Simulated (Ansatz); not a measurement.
Cost and result for the atomization energy of Cl2GeH4OSi, SMILES `O[SiH](Cl)[GeH2][Cl]` (9 atoms, 8 bonds).

Z-matrix (Å, degrees):
```
Si
Cl 1 2.055
Ge 1 2.383 2 108.8
O 1 1.633 2 111.4 3 116.8
H 1 1.485 2 105.7 3 -121.4
Cl 3 2.160 1 106.8 2 53.7
H 3 1.536 1 112.3 2 -62.9
H 3 1.536 1 113.6 2 171.2
H 4 0.959 1 119.1 2 54.0
```

Charge 0, multiplicity 1. Correlated methods include outer-core shells of Ge, which these sets cover unevenly. Scalar relativity is left out up to krypton. The geometry is a stationary point of PBE0-D4/def2-TZVP. It is one conformer, not always the lowest. Program: Ansatz. All runs use 4 threads of an Arm Neoverse V1 on a shared host. Times are those of one run each, without the atoms' runs, and a repeat can differ threefold. Electronic energies, without spin–orbit coupling; frozen cores. CCSD(T)/CBS adds CCSD(T) − MP2 in def2-TZVPP to the MP2 limit, and its time is that of the two runs behind it. T1 = 0.011. With those shells the extrapolation isn't a true limit. B3LYP takes the VWN-RPA correlation (the form of Gaussian; ORCA's B3LYP/G).

CCSD(T)/CBS is a level of theory with its own doubt, some kJ/mol a heavy atom from the limit and from the frozen cores, so smaller differences don't rank the functionals.

```csv
level,functions,wall time,atomization (kcal/mol),difference from CCSD(T)/CBS,per bond
PBE-D4/def2-TZVPP (with forces),261,3.2 s,677.7,-1.6,-0.2
PBE0-D4/def2-TZVPP,261,6 s,669.1,-10.2,-1.3
r2SCAN-D4/def2-TZVPP (with forces),261,7 s,678.9,-0.4,-0.1
B3LYP-D4/def2-TZVPP (with forces),261,8 s,667.1,-12.2,-1.5
B2PLYP/def2-TZVPP,261,8 s,661.9,-17.4,-2.2
ωB97X-V/def2-TZVPP,261,13 s,680.8,1.5,0.2
ωB97M-V/def2-TZVPP (with forces),261,18 s,675.6,-3.7,-0.5
MP2/def2-QZVPP,476,39 s,684.0,4.7,0.6
CCSD(T)/def2-TZVPP,261,5.1 min,658.9,-20.4,-2.5
CCSD(T)/CBS(def2),–,5.7 min,679.3,0.0,0.0
```

From PBE to PBE0 (25 % exact exchange), in def2-TZVPP and without D4, the atomization energy moves by −7.7 kcal/mol: exact exchange takes away binding that semilocal exchange gives to molecules. In def2-TZVPP, CCSD(T) changes the Hartree–Fock value by +170.5 kcal/mol (the triples alone add +11.0 kcal/mol) and MP2 by +183.6 kcal/mol; breaking electron pairs costs correlation energy, which Hartree–Fock lacks. The D4 term adds +10.5 kcal/mol with B3LYP and +5.6 kcal/mol with PBE0; it sums over pairs of atoms, weighted by their polarisabilities, and B3LYP, whose exchange is more repulsive, gets the larger term.

For some Ge, Se and Sn compounds the MP2-based and the directly extrapolated limit differ by 10 to 25 kJ/mol.
